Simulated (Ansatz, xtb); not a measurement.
Two structures of FH4MgPSi

Structure a is a singlet given by its coordinates and structure b is `[F][Mg][PH][SiH3]`, a singlet. Both are isolated molecules in the gas phase, relaxed with r2SCAN-D4/def2-SVP.

a (Å):

```yaml
atoms:
  - { symbol: F, position_ang: [-0.8422, 0.0433, 3.2560] }
  - { symbol: Mg, position_ang: [0.8577, 1.1074, 3.6778] }
  - { symbol: P, position_ang: [1.9756, -0.8264, 2.3631] }
  - { symbol: Si, position_ang: [-0.1602, -1.3104, 2.3780] }
  - { symbol: H, position_ang: [-0.9385, -1.3054, 1.1096] }
  - { symbol: H, position_ang: [-0.5624, -2.4508, 3.2436] }
  - { symbol: H, position_ang: [1.8141, -0.0695, 1.1526] }
  - { symbol: H, position_ang: [0.8778, 2.5683, 4.5442] }
```

Close contacts (Å): F1–Mg2 2.05, F1–Si4 1.75, Mg2–P3 2.59, P3–Si4 2.19, Mg2–H8 1.70, P3–H7 1.44, Si4–H5 1.49, Si4–H6 1.49.

b (Å):

```xyz
8

F    -2.7903    3.3058    0.6608
Mg   -1.4044    2.5307   -0.1043
P     0.4678    1.5246   -1.3046
Si    0.9288    0.0283    0.3238
H     1.3795    2.5151   -0.8052
H    -0.0850   -1.0659    0.2162
H     2.2887   -0.5595    0.1299
H     0.8640    0.5546    1.7278
```

Energies in hartree; the thermal terms are from r2SCAN-D4/def2-SVP harmonic frequencies (ideal gas, rigid rotor, one conformer each, 298.15 K, 1 atm) and include the zero-point energy:

```
                               a           b
E, CCSD(T)/def2-TZVP  −931.982607  −931.989851
   zero-point energy     0.035256     0.036467
        H(298 K) − E     0.042955     0.044823
        G(298 K) − E     0.004831     0.003492
```

**Question.** Work out ΔE, ΔE₀, ΔH and ΔG for a → b in kcal/mol (1 Eh = 627.51 kcal/mol) and the equilibrium ratio [b]/[a].

**Answer.** 1. ΔE = −931.989851 − (−931.982607) = −0.007244 Eh = −4.55 kcal/mol.
2. ΔE₀ = ΔE + ΔZPE = −0.007244 + (+0.001211) Eh = −3.79 kcal/mol.
3. ΔH = ΔE + (+0.001868) Eh = −3.37 kcal/mol.
4. ΔG = ΔE + (−0.001339) Eh = −5.39 kcal/mol, so ΔS = (ΔH − ΔG)/T = +28.2 J/(mol K).
5. kT = 0.9442 mEh, so K = [b]/[a] = exp(−ΔG/kT) = exp(+9.09) ≈ 8.9 × 10^3.

Structure b is favoured at this temperature. An error of 1 kcal/mol in ΔG would change K by a factor of 5.4. Mirror images and further conformers aren't counted.

Other levels gave ΔE = −3.8 (r2SCAN-D4/def2-SVP); −4.2 (HF/def2-TZVP); −5.1 (MP2/def2-TZVP) kcal/mol. The correlated steps freeze 12 core orbitals; the last core shell of Mg is correlated, in a basis made for valence electrons. Programs: Ansatz 0.2.0.
